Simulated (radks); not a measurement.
Problem. Fe III, 24 electrons, occupied as [Ar] 3d4 4s1 4p1 (not the ground configuration). All-electron calculation, scalar-relativistic Kohn-Sham, PBE, spin-polarised, spherical densities, point nucleus; open shells are filled with parallel spins first. Program: a radial shooting solver on a logarithmic mesh with Libxc functionals. Some entries of the table are withheld. Estimate them.

orbital,occ.,eigenvalue (eV),<r> (bohr),<r^2> (bohr^2)
1s up,1,-7034.095,0.05846,0.004596
1s down,1,-7033.985,0.05846,0.004596
2s up,1,-857.6082,0.2672,0.08428
2s down,1,-855.2032,0.2667,0.08395
2p up,3,-735.9311,0.2358,0.06836
2p down,3,-734.0658,0.2353,0.06801
3s up,1,(1),0.7959,0.7288
3s down,1,(2),0.7987,0.7342
3p up,3,-96.0746,0.8317,0.8108
3p down,3,-90.7434,0.8362,0.8199
3d up,4,-41.8395,0.9412,1.106
3d down,0,-36.5747,0.9574,1.148
4s up,1,-26.4212,2.253,5.729
4p up,1,-19.2794,2.599,7.669

Solution. 
(1) 3s up eigenvalue (eV): -130.5437
(2) 3s down eigenvalue (eV): -125.1410
